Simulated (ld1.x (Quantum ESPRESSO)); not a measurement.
## nickel: ultrasoft pseudisation with PBEsol, scalar-relativistic reference atom.

The input file (ld1.x (Quantum ESPRESSO) 7.5):

```
&input
   title='Ni', zed=28., rel=1, dft='PBESOL', iswitch=3,
   config='[Ar] 3d8 4s1.5 4p0',
   nld=3, rlderiv=2.70, eminld=-8.0, emaxld=5.0, deld=0.04
 /
 &inputp
   pseudotype=3, tm=.true., lloc=-2, rcloc=1.40,
   nlcc=.true., rcore=1.00,
   which_augfun='PSQ', rmatch_augfun_nc=.true.,
   file_pseudopw='Ni.UPF', file_wfcaegen='ae.wfc', file_wfcncgen='nc.wfc', file_beta='beta', file_chi='chi', file_wfcusgen='us.wfc'
 /
6
4S  1  0   1.50   0.00  1.80  2.50  0.0
4S  1  0   0.00   0.15  1.80  2.50  0.0
3P  2  1   6.00   0.00  1.05  1.20  0.0
4P  3  1   0.00   0.00  1.05  1.20  0.0
3D  3  2   8.00   0.00  1.10  1.30  0.0
3D  3  2   0.00   2.40  1.10  1.30  0.0
 &test
   configts(1)='3p6 3d8 4s1.5 4p0'
 /
```

Command:

```bash
ld1.x < Ni.in > Ni.out
```

The program printed (shortened: banner, matrices, multipoles, cross overlaps and the repeated all-electron block are left out):

```
Program LD1 v.7.5
     --------------------------- All-electron run ----------------------------

     Ni
     scalar relativistic calculation

     atomic number is 28.00
     dft =PBESOL   lsd =0 sic =0 latt =0  beta=0.20 tr2=1.0E-14
     Exchange-correlation= PBESOL
                           (   1   4  10   8   0   0   0)
     mesh =1195 r(mesh) =  98.77016 a.u. xmin = -7.00 dx = 0.01250
     1 Ry =  13.60569312 eV, c = 137.03599908

     n l     nl                  e(Ry)          e(Ha)          e(eV)
     1 0     1S 1( 2.00)      -603.3294      -301.6647     -8208.7149
     2 0     2S 1( 2.00)       -72.4069       -36.2034      -985.1454
     2 1     2P 1( 6.00)       -62.3607       -31.1804      -848.4609
     3 0     3S 1( 2.00)        -8.4621        -4.2310      -115.1325
     3 1     3P 1( 6.00)        -5.5577        -2.7789       -75.6168
     3 2     3D 1( 8.00)        -0.9727        -0.4864       -13.2343
     4 0     4S 1( 1.50)        -0.6833        -0.3416        -9.2967
     4 1     4P 1( 0.00)        -0.3081        -0.1541        -4.1926

     final scf error:  7.3E-15 reached in  28 iterations

     Etot =   -3038.199279 Ry,   -1519.099640 Ha,  -41336.807037 eV

     Ekin =    3080.075455 Ry,    1540.037728 Ha,   41906.561440 eV
     Encl =   -7286.499008 Ry,   -3643.249504 Ha,  -99137.869449 eV
     Eh   =    1291.834446 Ry,     645.917223 Ha,   17576.303032 eV
     Exc  =    -123.610171 Ry,     -61.805086 Ha,   -1681.802059 eV

     normalization and overlap integrals

     s(1S/1S) =  1.000000  <r> =   0.0541  <r2> =    0.0039  r(max) =   0.0353
     s(2S/2S) =  1.000000  <r> =   0.2451  <r2> =    0.0709  r(max) =   0.2055
     s(2P/2P) =  1.000000  <r> =   0.2154  <r2> =    0.0570  r(max) =   0.1641
     s(3S/3S) =  1.000000  <r> =   0.7408  <r2> =    0.6343  r(max) =   0.6410
     s(3P/3P) =  1.000000  <r> =   0.7792  <r2> =    0.7175  r(max) =   0.6491
     s(3D/3D) =  1.000000  <r> =   1.0017  <r2> =    1.3490  r(max) =   0.6331
     s(4S/4S) =  1.000000  <r> =   2.6490  <r2> =    8.1175  r(max) =   2.1821
     s(4P/4P) =  1.000000  <r> =   3.6185  <r2> =   15.4332  r(max) =   2.8371

     ------------------------ End of All-electron run ------------------------

     --------------------- Generating US pseudopotential ---------------------

      Generating local potential from pseudized AE potential:
      Matching radius rcloc =   1.4000
      Enforcing V''(0)=0 (lloc=-2)

      Local pseudo, rcloc= 1.409 Estimated cut-off energy=    16.10 Ry

      Computing core charge for nlcc:

       r > 1.01 : true rho core
       r < 1.01 : rho core = a sin(br)/r    a=   2.85  b=   2.61

      Integrated core pseudo-charge :   1.48
      Wfc-us  4S rcutus= 2.504  Estimated cut-off energy=     7.39 Ry
      Wfc-us  4S rcutus= 2.504  Estimated cut-off energy=     9.39 Ry
      Wfc-us  3P rcutus= 1.213  Estimated cut-off energy=    56.76 Ry
      Wfc-us  4P rcutus= 1.213  Estimated cut-off energy=   104.19 Ry
      Wfc-us  3D rcutus= 1.307  Estimated cut-off energy=    67.78 Ry
      Wfc-us  3D rcutus= 1.307  Estimated cut-off energy=   120.53 Ry

     Q pseudized with Bessel functions
     Expected ecutrho=     387.7698 due to l1=  1   l2=  2

     ------------------- End of pseudopotential generation -------------------

     Computing logarithmic derivative in   2.71574
     Computing logarithmic derivative in   2.71574
     Computing the partial wave expansion
     R is outside the sphere for l=    0 j= 0.00
     R is outside the sphere for l=    0 j= 0.00
     R is outside the sphere for l=    1 j= 0.00
     R is outside the sphere for l=    1 j= 0.00
     R is outside the sphere for l=    2 j= 0.00
     R is outside the sphere for l=    2 j= 0.00

     ---------------------- Testing the pseudopotential ----------------------

     Ni
     scalar relativistic calculation

     atomic number is 28.00   valence charge is 16.00
     dft =PBESOL   lsd =0 sic =0 latt =0  beta=0.20 tr2=1.0E-14
     mesh =1195 r(mesh) =  98.77016 xmin = -7.00 dx = 0.01250

     n l     nl             e AE (Ry)        e PS (Ry)    De AE-PS (Ry)
     2 1     3P   1( 6.00)       -5.55774       -5.55773       -0.00000
     3 2     3D   1( 8.00)       -0.97270       -0.97271        0.00000
     1 0     4S   1( 1.50)       -0.68330       -0.68330        0.00000
     3 1     4P   1( 0.00)       -0.30815       -0.30814       -0.00001

     eps = 9.0E-15  iter =  4

     Etot =   -3038.199279 Ry,   -1519.099640 Ha,  -41336.807037 eV
     Etotps =  -260.957411 Ry,    -130.478706 Ha,   -3550.506457 eV

     Ekin =      83.558555 Ry,      41.779277 Ha,    1136.872052 eV
     Encl =    -503.762297 Ry,    -251.881149 Ha,   -6854.035221 eV
     Ehrt =     224.468063 Ry,     112.234031 Ha,    3054.043578 eV
     Ecxc =     -31.010370 Ry,     -15.505185 Ha,    -421.917582 eV
     (Ecc =      -1.543587 Ry,      -0.771793 Ha,     -21.001565 eV)
     Epseu=     -34.211361 Ry,     -17.105681 Ha,    -465.469283 eV

     ---------------------- End of pseudopotential test ----------------------
```

Generation and configuration tests took about 1.9 s on one core of a shared server CPU.

Transferability test of the new file with ld1.x, input:

```
&input
   title='Ni', zed=28., rel=1, dft='PBESOL', iswitch=2,
   config='[Ar] 3d8 4s1.5 4p0'
 /
 &test
   file_pseudo='Ni.UPF', nconf=8,
   configts(1)='3p6 3d8 4s1.5 4p0',
   configts(2)='3p6 3d8 4s2 4p0',
   configts(3)='3p6 3d8 4s1 4p0',
   configts(4)='3p6 3d8 4s0 4p0',
   configts(5)='3p6 3d9 4s1 4p0',
   configts(6)='3p6 3d6 4s0 4p0',
   configts(7)='3p6 3d7 4s2 4p1',
   configts(8)='3p6 3d7 4s2 4p0'
 /
```

```bash
ld1.x < Ni.test.in > Ni.test.out
```

Pseudopotential blocks of its output, shortened (energy terms left out; the distinct warnings before each block abridged to one line each):

```
     ---------------------- Testing the pseudopotential ----------------------

     n l     nl             e AE (Ry)        e PS (Ry)    De AE-PS (Ry)
     2 1     3P   1( 6.00)       -5.55774       -5.55773       -0.00000
     3 2     3D   1( 8.00)       -0.97270       -0.97271        0.00000
     1 0     4S   1( 1.50)       -0.68330       -0.68330        0.00000
     3 1     4P   1( 0.00)       -0.30815       -0.30814       -0.00001

     eps = 9.0E-15  iter =  4

     Etot =   -3038.199279 Ry,   -1519.099640 Ha,  -41336.807037 eV
     Etotps =  -260.957411 Ry,    -130.478706 Ha,   -3550.506456 eV

     ---------------------- End of pseudopotential test ----------------------

          ---------------------- Testing the pseudopotential ----------------------

     n l     nl             e AE (Ry)        e PS (Ry)    De AE-PS (Ry)
     2 1     3P   1( 6.00)       -5.23711       -5.23823        0.00112
     3 2     3D   1( 8.00)       -0.65417       -0.65445        0.00028
     1 0     4S   1( 2.00)       -0.41616       -0.41603       -0.00012
     3 1     4P   1( 0.00)       -0.08762       -0.08765        0.00003

     eps = 2.8E-15  iter = 11

     Etot =   -3038.473244 Ry,   -1519.236622 Ha,  -41340.534517 eV
     Etotps =  -261.231364 Ry,    -130.615682 Ha,   -3554.233766 eV
     dEtot_ae =      -0.273965 Ry
     dEtot_ps =      -0.273952 Ry,   Delta E=      -0.000013 Ry

     ---------------------- End of pseudopotential test ----------------------

          ---------------------- Testing the pseudopotential ----------------------

     n l     nl             e AE (Ry)        e PS (Ry)    De AE-PS (Ry)
     2 1     3P   1( 6.00)       -5.90798       -5.90649       -0.00149
     3 2     3D   1( 8.00)       -1.31961       -1.31928       -0.00033
     1 0     4S   1( 1.00)       -0.96845       -0.96879        0.00035
     3 1     4P   1( 0.00)       -0.55314       -0.55320        0.00006

     eps = 6.6E-15  iter = 11

     Etot =   -3037.787020 Ry,   -1518.893510 Ha,  -41331.197968 eV
     Etotps =  -260.545037 Ry,    -130.272519 Ha,   -3544.895818 eV
     dEtot_ae =       0.412259 Ry
     dEtot_ps =       0.412374 Ry,   Delta E=      -0.000115 Ry

     ---------------------- End of pseudopotential test ----------------------

          Warning: n=2, l=1 expected 0 nodes, found 1
     ---------------------- Testing the pseudopotential ----------------------

     n l     nl             e AE (Ry)        e PS (Ry)    De AE-PS (Ry)
     2 1     3P   1( 6.00)       -6.68239       -6.67671       -0.00567  !
     3 2     3D   1( 8.00)       -2.08291       -2.08171       -0.00120
     1 0     4S   1( 0.00)       -1.57641       -1.57856        0.00215
     3 1     4P   1( 0.00)       -1.08772       -1.08867        0.00095

     eps = 1.5E-15  iter =  9

     Etot =   -3036.518386 Ry,   -1518.259193 Ha,  -41313.937317 eV
     Etotps =  -259.275186 Ry,    -129.637593 Ha,   -3527.618610 eV
     dEtot_ae =       1.680893 Ry
     dEtot_ps =       1.682226 Ry,   Delta E=      -0.001332 Ry

     ---------------------- End of pseudopotential test ----------------------

          ---------------------- Testing the pseudopotential ----------------------

     n l     nl             e AE (Ry)        e PS (Ry)    De AE-PS (Ry)
     2 1     3P   1( 6.00)       -4.87533       -4.87268       -0.00264
     3 2     3D   1( 9.00)       -0.34286       -0.34176       -0.00111
     1 0     4S   1( 1.00)       -0.33024       -0.33089        0.00065
     3 1     4P   1( 0.00)       -0.05116       -0.05100       -0.00017

     eps = 9.3E-15  iter = 15

     Etot =   -3038.591457 Ry,   -1519.295729 Ha,  -41342.142892 eV
     Etotps =  -261.348823 Ry,    -130.674411 Ha,   -3555.831881 eV
     dEtot_ae =      -0.392178 Ry
     dEtot_ps =      -0.391411 Ry,   Delta E=      -0.000767 Ry

     ---------------------- End of pseudopotential test ----------------------

          Warning: convergence not achieved
     Warning: n=3, l=2 expected 0 nodes, found 1
     ---------------------- Testing the pseudopotential ----------------------

     n l     nl             e AE (Ry)        e PS (Ry)    De AE-PS (Ry)
     2 1     3P   1( 6.00)       -9.75639       -9.71943       -0.03695  !
     3 2     3D   1( 6.00)       -5.02992       -4.97996       -0.04996  !
     1 0     4S   1( 0.00)       -3.40905       -3.38671       -0.02234  !
     3 1     4P   1( 0.00)       -2.72761       -2.69670       -0.03092  !

     eps = 7.7E-03  iter =201

     Etot =   -3029.539189 Ry,   -1514.769595 Ha,  -41218.980514 eV
     Etotps =  -251.431468 Ry,    -125.715734 Ha,   -3420.899394 eV
     dEtot_ae =       8.660090 Ry
     dEtot_ps =       9.525943 Ry,   Delta E=      -0.865854 Ry

     ---------------------- End of pseudopotential test ----------------------

          ---------------------- Testing the pseudopotential ----------------------

     n l     nl             e AE (Ry)        e PS (Ry)    De AE-PS (Ry)
     2 1     3P   1( 6.00)       -5.83227       -5.83848        0.00621  !
     3 2     3D   1( 7.00)       -1.19199       -1.19173       -0.00026
     1 0     4S   1( 2.00)       -0.59447       -0.59347       -0.00100
     3 1     4P   1( 1.00)       -0.19200       -0.19228        0.00029

     eps = 7.3E-15  iter = 14

     Etot =   -3037.695744 Ry,   -1518.847872 Ha,  -41329.956093 eV
     Etotps =  -260.453846 Ry,    -130.226923 Ha,   -3543.655105 eV
     dEtot_ae =       0.503535 Ry
     dEtot_ps =       0.503565 Ry,   Delta E=      -0.000030 Ry

     ---------------------- End of pseudopotential test ----------------------

          ---------------------- Testing the pseudopotential ----------------------

     n l     nl             e AE (Ry)        e PS (Ry)    De AE-PS (Ry)
     2 1     3P   1( 6.00)       -6.40837       -6.41379        0.00542  !
     3 2     3D   1( 7.00)       -1.76634       -1.76593       -0.00041
     1 0     4S   1( 2.00)       -1.10409       -1.10285       -0.00124
     3 1     4P   1( 0.00)       -0.64347       -0.64388        0.00041

     eps = 6.6E-15  iter = 16

     Etot =   -3037.286252 Ry,   -1518.643126 Ha,  -41324.384667 eV
     Etotps =  -260.043960 Ry,    -130.021980 Ha,   -3538.078315 eV
     dEtot_ae =       0.913027 Ry
     dEtot_ps =       0.913452 Ry,   Delta E=      -0.000424 Ry

     ---------------------- End of pseudopotential test ----------------------
```
